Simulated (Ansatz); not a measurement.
`N[Si](N)(F)F` and `CN[Si](N)(F)F` differ in one atom or group.

Ansatz, PBE0-D4/def2-TZVP geometries, multiplicity 1. Each molecule was computed in one conformer, which needn't be the lowest.

| property | `N[Si](N)(F)F` |
| --- | --- |
| HOMO–LUMO gap (ωB97M-V/def2-TZVPP) / eV | 12.66 |
| LUMO energy (PBE/def2-TZVPP) / eV | -0.14 |
| HOMO energy (PBE/def2-TZVPP) / eV | -6.58 |
| LUMO energy (B3LYP/def2-TZVPP) / eV | 0.32 |
| HOMO–LUMO gap (PBE0/def2-TZVPP) / eV | 8.82 |
| size of the dipole moment (B3LYP/def2-TZVPP) / D | 2.47 |

What does the change do to each property? (Best estimate.)

Computed: 
```tsv
property	`CN[Si](N)(F)F`	shift
HOMO–LUMO gap (ωB97M-V/def2-TZVPP) / eV	11.87	-0.79
LUMO energy (PBE/def2-TZVPP) / eV	-0.05	0.09
HOMO energy (PBE/def2-TZVPP) / eV	-5.86	0.72
LUMO energy (B3LYP/def2-TZVPP) / eV	0.42	0.10
HOMO–LUMO gap (PBE0/def2-TZVPP) / eV	8.10	-0.72
size of the dipole moment (B3LYP/def2-TZVPP) / D	2.59	0.12
```

With PBE0 the HOMO rises by 0.81 eV and the LUMO rises by 0.09 eV, so the gap narrows by about 0.72 eV. PBE moves the HOMO by 0.72 eV and ωB97M-V by 0.87 eV. Dipoles are sizes alone; their direction can turn.

B3LYP here is the variant with VWN-RPA as its local correlation; programs differ in this.
